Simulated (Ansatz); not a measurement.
## Pulling the pair apart

The pair of H2 (SMILES [H][H], atoms 1–2) and OCS (SMILES O=C=S, atoms 3–5), both closed shells, in one local arrangement (a lower one may exist), relaxed at PBE0-D4/def2-TZVP:

| atom | x (Å) | y (Å) | z (Å) |
| --- | --- | --- | --- |
| H1 | 0.4395 | 0.2094 | -1.9018 |
| H2 | -0.1650 | -0.2222 | -1.9767 |
| O3 | -1.1092 | -0.7288 | 1.0031 |
| C4 | -0.1983 | -0.0726 | 1.2624 |
| S5 | 1.0330 | 0.8143 | 1.6130 |

OCS is shifted rigidly along the line between the mean atom positions of the two fragments (negative: closer). Counterpoise interaction energies in kJ/mol. Program: Ansatz 0.2.0. Basis: def2-TZVPPD. Cores are frozen in the correlated methods. B3LYP uses VWN-RPA correlation.

```
shift (Å)  B3LYP-D4    HF   MP2
    -0.36      -0.4   3.9  -0.7
    -0.18      -1.3   1.8  -1.5
     0.00      -1.5   0.7  -1.7
     0.18      -1.4   0.2  -1.6
     0.43      -1.1  -0.1  -1.3
     0.90      -0.6  -0.2  -0.8
     1.81      -0.3  -0.1  -0.3
     3.62      -0.1   0.0   0.0
```

Problem. What does CCSD(T) give at these shifts? (To be estimated.)

Solution. The calculation gives: -0.5, -1.4, -1.7, -1.6, -1.3, -0.8, -0.3, 0.0 kJ/mol. For zero shift, CCSD(T) at an estimated basis limit (MP2 extrapolated from triple and quadruple zeta, plus CCSD(T) − MP2 in triple zeta) gives -2.0 kJ/mol. These are counterpoise interaction energies, counted from the two frozen fragments.

No T1 diagnostic of these runs exceeds 0.019.

For scale, one of the runs: CCSD(T)/def2-TZVPPD, 162 basis functions, launched by `ansatz run in.yaml --threads 2 --pin off --events-out ev --progress --plain --max-ram 5222MiB`. The run took 18 s on 2 CPU threads of an Arm Neoverse V2 (shared host), with 1.2 GiB of host memory at its peak.
